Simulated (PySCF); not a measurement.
1-bromo-1-chlorocyclopropane (C3H4BrCl), SMILES C1CC1(Cl)Br. Atoms are numbered in the order given.

```xyz
9

Cl     1.2074     1.5694     0.0000
C     -0.2464     0.5579     0.0000
Br     0.1467    -1.3424     0.0000
C     -1.4482     1.0339     0.7616
C     -1.4482     1.0339    -0.7616
H     -2.0509     0.2761     1.2850
H     -1.3510     1.9980     1.2843
H     -2.0509     0.2761    -1.2850
H     -1.3510     1.9980    -1.2843
```

The structure is a stationary point at PBE-D3(BJ)/def2-SVP.

The numbers are results of PySCF with TDDFT-B3LYP/def2-SVPD, not measurements.

Vertical excitations. Gas-phase values at a fixed geometry. State labels are in the subgroup Cs.

### Question
Estimate the UV-visible absorptions. (The exact figures need the calculation; the answer reports its results.)

### Answer

```
state  symmetry  energy (eV)  λ (nm)      f                                              main pairs
-----  --------  -----------  ------  -----  ------------------------------------------------------
S1           A"         5.30     234  0.000                                          HOMO→LUMO 99 %
S2           A'         5.75     216  0.008                                        HOMO−1→LUMO 98 %
S3           A"         6.24     199  0.000                      HOMO−2→LUMO 72 %, HOMO→LUMO+1 25 %
S4           A"         6.33     196  0.000                      HOMO→LUMO+1 72 %, HOMO−2→LUMO 26 %
S5           A'         6.57     189  0.068                                        HOMO−3→LUMO 95 %
S6           A'         6.87     181  0.017                                      HOMO−1→LUMO+1 93 %
S7           A"         7.18     173  0.039                    HOMO→LUMO+2 64 %, HOMO−2→LUMO+1 33 %
S8           A"         7.23     172  0.039                    HOMO−2→LUMO+1 63 %, HOMO→LUMO+2 34 %
S9           A'         7.25     171  0.042                                      HOMO−3→LUMO+1 89 %
S10          A'         7.63     162  0.036                                      HOMO−1→LUMO+2 93 %
T1           A"         4.74     262      0                                          HOMO→LUMO 95 %
T2           A'         5.09     243      0                                        HOMO−1→LUMO 97 %
T3           A"         5.71     217      0  HOMO−2→LUMO 46 %, HOMO→LUMO+1 39 %, HOMO−2→LUMO+1 11 %
T4           A'         5.95     209      0                                        HOMO−3→LUMO 86 %
```
Triplets are in the Tamm–Dancoff approximation, which puts them higher than full response would, so one can lie above its singlet here.
